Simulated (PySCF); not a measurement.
H$_{6}$AlO$_{2}$Si$_{2}$, charge +1, singlet, at a GFN2-xTB geometry (such geometries of metal compounds can be far from the true shape), with bond 11-8 at 1.4 times its length; CASSCF(4,6)/6-31G (PySCF).

Here is a job for PySCF.
```python
from pyscf import gto, scf, mcscf
import numpy

mol = gto.Mole()
mol.atom = '''
    Al   -0.00000000   -0.00000000    0.00000000
    O    -1.34954850    0.17162539    0.86370410
    Si   -2.81585377    0.35809902    1.80213194
    H    -2.63059774   -0.67488439    2.81775793
    H    -3.83237493    0.09658791    0.78666785
    H    -2.68604797    1.74179984    2.25090043
    O     1.34954850   -0.17162539   -0.86370410
    Si    2.81585377   -0.35809902   -1.80213194
    H     2.36717530   -1.28181746   -2.84054541
    H     3.72391198   -0.90225071   -0.79605049
    H     3.15476521    1.57203033   -2.38536964
'''
mol.basis = '6-31g'
mol.charge = 1
mol.verbose = 4
mol.build()

mf = scf.RHF(mol)
mf.kernel()
mc = mcscf.CASSCF(mf, 6, 4)
mc.kernel()
occ = numpy.linalg.eigvalsh(mc.fcisolver.make_rdm1(mc.ci, mc.ncas, mc.nelecas))[::-1]
ss = mc.fcisolver.spin_square(mc.ci, mc.ncas, mc.nelecas)[0]
print('natural occupations', occ.round(4), ' <S^2>', round(ss, 4))
```

What the program printed (banner, timings and long lists left out):

```
PySCF version 2.14.0

[INPUT] verbose = 4
[INPUT] num. atoms = 11
[INPUT] num. electrons = 62
[INPUT] charge = 1
[INPUT] spin (= nelec alpha-beta = 2S) = 0
[INPUT] symmetry False subgroup None
[INPUT] Mole.unit = angstrom
[INPUT] Symbol           X                Y                Z      unit          X                Y                Z       unit  Magmom
[...]
nuclear repulsion = 305.053248355358
number of shells = 43
number of NR pGTOs = 206
number of NR cGTOs = 69
basis = 6-31g
ecp = {}

******** <class 'pyscf.scf.hf.RHF'> ********
method = RHF
initial guess = minao
damping factor = 0
level_shift factor = 0
DIIS = <class 'pyscf.scf.diis.CDIIS'>
diis_start_cycle = 1
diis_space = 8
diis_damp = 0
SCF conv_tol = 1e-09
SCF conv_tol_grad = None
SCF max_cycles = 50
direct_scf = True
direct_scf_tol = 1e-13
Set gradient conv threshold to 3.16228e-05
Initial guess from minao.
init E= -972.750358334743
[...]
cycle= 1 E= -972.512099693622  delta_E= 0.238  |g|= 0.733  |ddm|= 2.95
[...]
cycle= 2 E= -972.595223964618  delta_E= -0.0831  |g|= 0.484  |ddm|= 0.951
[...]
cycle= 3 E= -972.640421773382  delta_E= -0.0452  |g|= 0.0533  |ddm|= 0.322
[...]
cycle= 4 E= -972.641583743512  delta_E= -0.00116  |g|= 0.00787  |ddm|= 0.0934
[...]
cycle= 5 E= -972.64163104545  delta_E= -4.73e-05  |g|= 0.00277  |ddm|= 0.0194
[...]
cycle= 6 E= -972.641637534179  delta_E= -6.49e-06  |g|= 0.000822  |ddm|= 0.00717
[...]
cycle= 7 E= -972.64163782097  delta_E= -2.87e-07  |g|= 0.000372  |ddm|= 0.00128
[...]
cycle= 8 E= -972.641637862254  delta_E= -4.13e-08  |g|= 3.82e-05  |ddm|= 0.000456
[...]
cycle= 9 E= -972.641637863137  delta_E= -8.82e-10  |g|= 7.38e-06  |ddm|= 8.89e-05
[...]
Extra cycle  E= -972.641637863188  delta_E= -5.16e-11  |g|= 3.45e-06  |ddm|= 1.58e-05
converged SCF energy = -972.641637863188

******** <class 'pyscf.mcscf.mc1step.CASSCF'> ********
CAS (2e+2e, 6o), ncore = 29, nvir = 34
max_cycle_macro = 50
max_cycle_micro = 4
conv_tol = 1e-07
conv_tol_grad = None
orbital rotation max_stepsize = 0.02
orbital rotation threshold for CI restart = 0.01
augmented hessian ah_max_cycle = 30
augmented hessian ah_conv_tol = 1e-12
augmented hessian ah_linear dependence = 1e-14
augmented hessian ah_level shift = 1e-08
augmented hessian ah_start_tol = 2.5
augmented hessian ah_start_cycle = 3
augmented hessian ah_grad_trust_region = 3
kf_trust_region = 3
kf_interval = 4
ci_response_space = 4
ci_grad_trust_region = 3
with_dep4 0
natorb = False
canonicalization = True
sorting_mo_energy = False
[...]
CASCI E = -972.648468105605  S^2 = 0.0000000
[...]
               |grad[o]|=0.000259  |grad[c]|=0.0101  |ddm|=0.0081  |maxRot[o]|=0.0699
macro iter  38 (  7 JK    2 micro), CASSCF E = -972.685757025565  dE = -3.35447180e-06  S^2 = 0.0000000
               |grad[o]|=0.000276  |grad[c]|=0.00934  |ddm|=0.00705  |maxRot[o]|=0.0635
macro iter  39 (  7 JK    2 micro), CASSCF E = -972.685759691608  dE = -2.66604343e-06  S^2 = 0.0000000
               |grad[o]|=0.000283  |grad[c]|=0.0052  |ddm|=0.00404  |maxRot[o]|=0.0415
macro iter  40 (  7 JK    2 micro), CASSCF E = -972.685761026596  dE = -1.33498781e-06  S^2 = 0.0000000
               |grad[o]|=0.000232  |grad[c]|=0.00238  |ddm|=0.00211  |maxRot[o]|=0.0287
macro iter  41 ( 12 JK    3 micro), CASSCF E = -972.685756338538  dE =  4.68805831e-06  S^2 = 0.0000000
               |grad[o]|=0.000284  |grad[c]|=0.00684  |ddm|=0.0066  |maxRot[o]|=0.0462
macro iter  42 ( 21 JK    4 micro), CASSCF E = -972.685757818696  dE = -1.48015829e-06  S^2 = 0.0000000
               |grad[o]|=0.000586  |grad[c]|=0.00189  |ddm|=0.00134  |maxRot[o]|=0.00662
macro iter  43 (  7 JK    2 micro), CASSCF E = -972.685759936926  dE = -2.11822976e-06  S^2 = 0.0000000
               |grad[o]|=0.000287  |grad[c]|=0.00387  |ddm|=0.00329  |maxRot[o]|=0.0383
macro iter  44 (  7 JK    2 micro), CASSCF E = -972.685761654917  dE = -1.71799127e-06  S^2 = 0.0000000
               |grad[o]|=0.000195  |grad[c]|=0.00793  |ddm|=0.00697  |maxRot[o]|=0.0517
macro iter  45 (  7 JK    2 micro), CASSCF E = -972.685762366138  dE = -7.11221219e-07  S^2 = 0.0000000
               |grad[o]|=0.000192  |grad[c]|=0.00298  |ddm|=0.0025  |maxRot[o]|=0.0286
macro iter  46 (  6 JK    1 micro), CASSCF E = -972.685762651666  dE = -2.85527904e-07  S^2 = 0.0000000
               |grad[o]|=9.16e-05  |grad[c]|=0.000251  |ddm|=8.55e-05  |maxRot[o]|=0.0088
macro iter  47 (  7 JK    1 micro), CASSCF E = -972.685762738673  dE = -8.70062422e-08  S^2 = 0.0000000
               |grad[o]|=0.000138  |grad[c]|=0.00021  |ddm|=5.21e-05  |maxRot[o]|=0.00326
1-step CASSCF converged in  47 macro (678 JK 143 micro) steps
CASSCF canonicalization
Density matrix diagonal elements [1.98313583 1.9127777  0.00329457 0.0068005  0.01351865 0.08047275]
CASSCF energy = -972.685762738673
CASCI E = -972.685762738673  E(CI) = -4.38031310160511  S^2 = 0.0000000
natural occupations [1.9837e+00 1.9131e+00 8.7000e-02 1.5700e-02 4.0000e-04 2.0000e-04]  <S^2> 0.0
```
